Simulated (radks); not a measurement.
Charge is removed step by step from the 2s1/2 level of the manganese ion Mn7+, starting from [Ar]. All-electron calculation, Dirac Kohn-Sham, LDA (Slater exchange, Perdew-Wang correlation), spin-unpolarised, spherical densities, finite nucleus; Fermi nuclear charge, rms radius 3.7057 fm. Program: a radial shooting solver on a logarithmic mesh with Libxc functionals. At the starting occupation the eigenvalue is -889.40 eV. Estimate the energy to remove one whole electron from this level, the eigenvalue at the end, and how far E(n) bends from a straight line.

Answer. Delta-SCF 923.30 eV; final eigenvalue -957.50 eV; the deviation from the straight line is -8.513 eV at 0.5 electron removed, the largest on the grid computed. Slater's transition state (half an electron removed) gives 923.22 eV. Integrating minus the eigenvalue over the occupation (Janak's theorem) gives 923.30 eV. The mean slope of the eigenvalue, de/dn, is 68.1 eV per electron.
